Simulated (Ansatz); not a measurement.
```xyz
3

N     0.0000    0.0000   -0.2896
O     0.0000    1.0055    0.1267
O     0.0000   -1.0055    0.1267
```

Basis set: def2-TZVP (spherical functions). Frozen core: 3 orbitals. Charge 0, multiplicity 2.

Computed with Ansatz (development build ahead of 0.2.0); each method stands on the lowest determinant of its kind that the runs found.

The atomization energy at this shape (free ground-state atoms in the same class of orbitals less the molecule, no zero-point energy) of doublet NO2:

| method | atomization energy |
| --- | --- |
| UHF | 183.9 kJ/mol |

Question: What does UHF-MP2 give?

Answer: 854.9 kJ/mol. Caution: the shape is not the minimum.
